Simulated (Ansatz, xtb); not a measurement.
**Ranking isomers of C6H11Cl**

8 gas-phase structures of C6H11Cl, from a drawn sample of its isomers (lower ones may exist). Each was relaxed with GFN2-xTB; where two conformers were screened, the lower at r2SCAN-D4/def2-SVP is listed:

A. `C/C=C/C(C)(C)Cl`, a singlet
B. `C[C@H]1C[C@](C)(Cl)C1`, a singlet
C. `CC/C(C)=C(\C)Cl`, a singlet
D. `CC1(Cl)CCCC1`, a singlet
E. `CC(C)C1(Cl)CC1`, a singlet
F. `ClCCC1CCC1`, a singlet
G. `C/C(=C\Cl)C(C)C`, a singlet
H. `CCC[C@@H]1C[C@@H]1Cl`, a singlet

Problem. Estimate their order in r2SCAN-D4/def2-SVP energy at these geometries, lowest first.

Solution. Calculated order at r2SCAN-D4/def2-SVP: D (0.000), C (0.730), A (0.743), G (0.831), B (0.851), E (0.991), F (1.129), H (1.178) eV. Less than 1 kcal/mol parts C and A; G and B, so the order within those pairs means little.

Energies above the lowest of each column, in eV; the last columns are at B3LYP/def2-SVP geometries and were run for some of them only (a dash: not run or not comparable):

```csv
structure,GFN2-xTB,HF/STO-3G,r2SCAN-D4/def2-SVP,B3LYP/def2-SVP,CCSD(T)/def2-SVP + ΔMP2/def2-TZVPP
D,0.000,0.000,0.000,0.000,0.000
C,0.925,1.824,0.730,0.552,0.697
A,1.073,1.925,0.743,0.564,–
G,1.050,1.933,0.831,0.646,–
B,0.577,0.954,0.851,0.726,–
E,0.992,1.829,0.991,–,–
F,0.905,1.147,1.129,–,–
H,1.155,1.865,1.178,–,–
```

Every level run on D puts it lowest or level with the lowest. Some further structures that were screened fall inside this span and aren't listed. Flexible structures stand in one conformer each, not always the lowest. Frequencies (GFN2-xTB) were run for C, D alone. ΔMP2 is the change of the MP2 energy from the smaller to the larger basis.

Over these structures GFN2-xTB departs from r2SCAN-D4/def2-SVP by 0.165 eV on average once a common shift is removed. A GFN2-xTB relaxation took about 0.099 s and the r2SCAN-D4/def2-SVP energy about 2.6 s on a shared host (Ansatz 0.2.0, xtb 6.7.1).
